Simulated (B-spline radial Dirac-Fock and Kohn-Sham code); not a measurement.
# Energy-loss ionisation edge L1 of Nd

System: the free neodymium atom, 1s2 2s2 2p6 3s2 3p6 3d10 4s2 4p6 4d10 4f4 5s2 5p6 6s2. Model: the first Born approximation with generalised oscillator strengths from a Dirac-Hartree-Slater potential (longitudinal and transverse terms; continuum final states only, so no white lines or fine structure). Program: an atomic code on a B-spline grid. The edge is taken at 7126.0 eV (tabulated value).

Input file task.json (cfg lists n, l and occupation; rrms is the nuclear radius in fm):

```json
{"items": [{
  "Z": 60,
  "q": 0,
  "cfg": [[1, 0, 2], [2, 0, 2], [2, 1, 6], [3, 0, 2], [3, 1, 6], [3, 2, 10], [4, 0, 2], [4, 1, 6], [4, 2, 10], [4, 3, 4], [5, 0, 2], [5, 1, 6], [6, 0, 2]],
  "A": 142,
  "rrms": 4.9123,
  "do": "eels",
  "beams": [[60, 20], [80, 5], [100, 5], [100, 50], [120, 5], [120, 10], [120, 20], [120, 50], [200, 5], [200, 10], [200, 100], [300, 5], [300, 10], [300, 50]],
  "edges": {"L1": 7126.0}
}]}
```

Launch: `python xray2_run.py task.json out`

Partial cross sections σ(β, Δ) in barn, integrated over a window Δ above the edge and up to the collection semi-angle β, for parallel illumination:

| E₀ (kV) | β (mrad) | Δ = 25 eV | Δ = 50 eV | Δ = 100 eV | Δ = 200 eV | Δ = 300 eV |
| --- | --- | --- | --- | --- | --- | --- |
| 60 | 20 | 0.0624 | 0.124 | 0.245 | 0.474 | 0.690 |
| 80 | 5 | 0.00564 | 0.0112 | 0.0221 | 0.0429 | 0.0624 |
| 100 | 5 | 0.00729 | 0.0145 | 0.0286 | 0.0555 | 0.0806 |
| 100 | 50 | 0.458 | 0.913 | 1.80 | 3.51 | 5.13 |
| 120 | 5 | ? | ? | ? | ? | ? |
| 120 | 10 | 0.0351 | 0.0698 | 0.138 | 0.267 | 0.388 |
| 120 | 20 | 0.127 | 0.254 | 0.501 | 0.972 | 1.42 |
| 120 | 50 | 0.501 | 0.999 | 1.97 | 3.85 | 5.63 |
| 200 | 5 | 0.0164 | 0.0326 | 0.0643 | 0.125 | 0.181 |
| 200 | 10 | 0.0629 | 0.125 | 0.247 | 0.479 | 0.698 |
| 200 | 100 | 1.01 | 2.02 | 3.99 | 7.83 | 11.5 |
| 300 | 5 | 0.0279 | 0.0555 | 0.109 | 0.212 | 0.309 |
| 300 | 10 | 0.104 | 0.208 | 0.410 | 0.797 | 1.16 |
| 300 | 50 | 0.674 | 1.35 | 2.66 | 5.21 | 7.65 |

Question: Give the row for 120 kV and 5 mrad.

Answer: 0.00898 b for 25 eV, 0.0179 b for 50 eV, 0.0352 b for 100 eV, 0.0684 b for 200 eV, 0.0994 b for 300 eV.

Values without a named source are computed, but for edge energies of neutral atoms, which are taken from tables.
